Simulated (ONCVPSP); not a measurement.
iodine: one change to an ONCV potential, before and after

| Quantity | Value |
| --- | --- |
| Element | iodine (I) |
| Generator | ONCVPSP 4.0.1 |
| Type | optimised norm-conserving Vanderbilt (ONCV) |
| Functional | BLYP |
| Relativity | fully relativistic |
| Frozen core | [Kr] |
| Valence charge | 17 |
| Reference configuration | 4d10 5s2 5p5 |
| Partial waves | 5s: rc 1.60 bohr, ncon 4, nbas 9, qcut 3.6 1/bohr, 3 projectors, debl 0.7 Ha; 5p: rc 1.90 bohr, ncon 4, nbas 8, qcut 4.4 1/bohr, 1 projector; 4d: rc 1.20 bohr, ncon 4, nbas 9, qcut 12.7 1/bohr, 1 projector |
| Local potential | polynomial inside 0.85 bohr (lpopt 2, dvloc0 0 Ha) |
| Core correction | none |

Open shells are filled in proportion to 2j + 1.

Change: d: qcut 14.7.

Cutoffs: the cutoffs (Ha) at which the residual kinetic energy of the hardest occupied pseudo-wave falls to 1 and 0.1 mHa per electron; they do not see the model core or the augmentation charge, which bear on the density cutoff. Errors are all-electron minus pseudo energies relative to the spin-unpolarised reference configuration.

How do hardness, ghosts and transferability respond?

The potential gets harder (56 Ha and 65 Ha → 61 Ha and 73 Ha); both files keep a bound ghost (p, s); the errors of the 3 common tests hardly move. The waves are optimised to have the least kinetic energy above qcut, so the cutoff follows it (qcut²/2 in Ha).

```csv
quantity,base,changed
"cutoff, loose",56 Ha,61 Ha
"cutoff, tight",65 Ha,73 Ha
loose cutoff by channel,"s 14 Ha, p 8.8 Ha, d 56 Ha","s 14 Ha, p 8.8 Ha, d 61 Ha"
bound ghosts,"s, p3/2, p1/2","s, p3/2, p1/2"
GHOST(+) flags under 300 eV,none,none
tests with a reliable result,3 of 4,3 of 4
"error for 4d10 5s2 5p4, meV [ΔE 10.99 eV]",+1.2,+1.2
"error for 4d10 5s2 5p3, meV [ΔE 30.71 eV]",+7.8,+7.8
"error for 4d10 5s2 5p2, meV [ΔE 59.97 eV]",+28,+28
s: phases at 1.62 bohr within 0.05 rad from the reference energy up to (Ha; the scan ends near 5),to the end of the scan,to the end of the scan
p3/2: phases at 1.93 bohr within 0.05 rad from the reference energy up to (Ha; the scan ends near 5),3.2,3.2
p1/2: phases at 1.93 bohr within 0.05 rad from the reference energy up to (Ha; the scan ends near 5),3.4,3.4
d5/2: phases at 1.22 bohr within 0.05 rad from the reference energy up to (Ha; the scan ends near 5),4.8,4.4
d3/2: phases at 1.22 bohr within 0.05 rad from the reference energy up to (Ha; the scan ends near 5),to the end of the scan,4.5
```

 A true bound ghost makes a file unfit for plane-wave use even where its test errors are small: the radial tests pick states by their node count and pass the ghost by.
